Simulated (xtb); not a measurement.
CaF$_{2}$, triplet, from a rough starting geometry (GFN-xTB shapes and energies of metal compounds can be far from the true ones) (a higher spin typed on purpose: for a closed-shell molecule this is an excited state); xtb 6.7.1 with GFN2-xTB.

The xtb input:
```
$ xtb mol.xyz --gfn 2 --uhf 2 --opt vtight --json

# file mol.xyz
3

Ca     0.07515335    -0.02519565    -0.03441077
F     -0.23209088     1.38770019    -1.22648635
F      0.22166640    -1.43442158     1.23979122
```

It wrote (shortened):

```
   ID    Z sym.   atoms
    1   20 Ca     1
    2    9 F      2, 3

           -------------------------------------------------
          |                Calculation Setup                |
           -------------------------------------------------

           -------------------------------------------------
          |                 G F N 2 - x T B                 |
           -------------------------------------------------

          ...................................................
          :                      SETUP                      :
          :.................................................:
          :  # basis functions                  18          :
          :  # atomic orbitals                  17          :
          :  # shells                            7          :
          :  # electrons                        16          :
          :  max. iterations                   250          :
          :  Hamiltonian                  GFN2-xTB          :
          :  restarted?                      false          :
          :  GBSA solvation                  false          :
          :  PC potential                    false          :
          :  electronic temp.          300.0000000     K    :
          :  accuracy                    1.0000000          :
          :  -> integral cutoff          0.2500000E+02      :
          :  -> integral neglect         0.1000000E-07      :
          :  -> SCF convergence          0.1000000E-05 Eh   :
          :  -> wf. convergence          0.1000000E-03 e    :
          :  Broyden damping             0.4000000          :
          :  net charge                          0          :
          :  unpaired electrons                  2          :
          ...................................................

 iter      E             dE          RMSdq      gap      omega  full diag
   1     -6.5722002 -0.657220E+01  0.449E+01    1.62       0.0  T
   2     -9.6824730 -0.311027E+01  0.982E+00    5.96       1.0  T
   3     -9.7398147 -0.573417E-01  0.138E+01    6.06       1.0  T
   4     -9.7682488 -0.284342E-01  0.128E+01    5.93       1.0  T
   5     -9.7649217  0.332710E-02  0.121E+01    5.84       1.0  T
   6     -9.8816179 -0.116696E+00  0.112E+01    5.83       1.0  T
   7     -9.8485049  0.331130E-01  0.103E+01    5.78       1.0  T
   8     -9.7962930  0.522119E-01  0.494E+00    5.12       1.0  T
   9     -9.8009229 -0.462988E-02  0.440E+00    5.13       1.0  T
[...]
         :: total energy              -9.901295242948 Eh    ::
 * total energy  :    -9.9012952 Eh     change       -0.1112017E-09 Eh
 * total energy  :    -9.9018921 Eh     change       -0.5968626E-03 Eh
 * total energy  :    -9.9029167 Eh     change       -0.1024555E-02 Eh
 * total energy  :    -9.9030223 Eh     change       -0.1056706E-03 Eh
 * total energy  :    -9.9030320 Eh     change       -0.9702957E-05 Eh
 * total energy  :    -9.9030331 Eh     change       -0.1029695E-05 Eh
 * total energy  :    -9.9030331 Eh     change       -0.6590699E-07 Eh
   *** GEOMETRY OPTIMIZATION CONVERGED AFTER 7 ITERATIONS ***
         :: total energy              -9.903033130167 Eh    ::
[...]
        13                         -0.0089814              -0.2444
        14                          0.0348157               0.9474
        15                          0.0349418               0.9508
        16                          0.1781749               4.8484
        17                          0.5326010              14.4928
      -------------------------------------------------------------
                  HL-Gap            0.1791822 Eh            4.8758 eV
             Fermi-level           -0.3637344 Eh           -9.8977 eV

     #   Z          covCN         q      C6AA      α(0)
     1  20 Ca       1.211     0.469   546.699    84.732
     2   9 F        0.606    -0.234    11.638     4.024
     3   9 F        0.606    -0.234    11.637     4.024

 Mol. C6AA /au·bohr⁶  :        803.153108
 Mol. C8AA /au·bohr⁸  :      93563.410813
 Mol. α(0) /au        :         92.780208

Wiberg/Mayer (AO) data.
largest (>0.10) Wiberg bond orders for each atom

 ---------------------------------------------------------------------------
     #   Z sym  total        # sym  WBO       # sym  WBO       # sym  WBO
 ---------------------------------------------------------------------------
     1  20 Ca   0.970 --     2 F    0.485     3 F    0.485
     2   9 F    0.635 --     1 Ca   0.485     3 F    0.149
     3   9 F    0.634 --     1 Ca   0.485     2 F    0.149
 ---------------------------------------------------------------------------

Topologies differ in total number of bonds
Writing topology from bond orders to xtbtopo.mol

molecular dipole:
                 x           y           z       tot (Debye)
 q only:        0.024      -0.004      -0.009
   full:        0.004      -0.001      -0.001       0.010
molecular quadrupole (traceless):
                xx          xy          yy          xz          yz          zz
 q only:        3.191       0.897      -2.256      -0.787       4.885      -0.935
  q+dip:        3.312       0.934      -2.342      -0.816       5.073      -0.970
   full:        4.172       1.177      -2.950      -1.027       6.391      -1.222

optimized geometry written to: xtbopt.xyz

           -------------------------------------------------
          | TOTAL ENERGY               -9.903033130167 Eh   |
          | GRADIENT NORM               0.000092620499 Eh/α |
          | HOMO-LUMO GAP               4.875795094276 eV   |
           -------------------------------------------------

normal termination of xtb
```
